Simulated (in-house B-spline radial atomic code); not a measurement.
RPA and G0W0 for Zn7+, [Ar] 3d5, highest spin, as one setting changes: the share of exact exchange in the PBE hybrid start. A dash marks a level of low quasi-particle weight. Computed with a B-spline radial code for spherical atoms: all electrons, scalar-relativistic (spin-free one-electron X2C), finite nucleus, each spin shell either full or empty, empty states to l = 9 with an (l + 1/2)⁻⁴ tail; G0W0 by contour deformation at full frequency.

```csv
share of exact exchange in the PBE hybrid start,mean-field level (eV),G0W0 level (eV),RPA correlation (Eh)
0,-158.19,3d up -173.88,-1.616
0.1,-160.04,3d up -173.96,-1.6011
0.2,?,?,?
0.3,-163.73,3d up -174.10,-1.5726
0.4,-165.59,3d up -174.15,-1.559
0.5,-167.44,3d up -174.21,-1.5458
0.6,?,?,?
0.7,-171.16,3d up -174.29,-1.5205
0.8,-173.03,3d up -174.33,-1.5083
0.9,-174.89,3d up -174.36,-1.4964
1,-176.76,3d up -174.39,-1.4848
```

(1) What belongs in the row for 0.2?

(2) What belongs in the row for 0.6?

(3) At what share of exact exchange does G0W0 leave the highest level unchanged?

Results:

(1) mean-field level (eV): -161.88; G0W0 level (eV): 3d up -174.03; RPA correlation (Eh): -1.5866.

(2) mean-field level (eV): -169.30; G0W0 level (eV): 3d up -174.25; RPA correlation (Eh): -1.533.

(3) Near 0.87, where the shift changes sign (-1.302 eV at 0.8, +0.533 eV at 0.9).
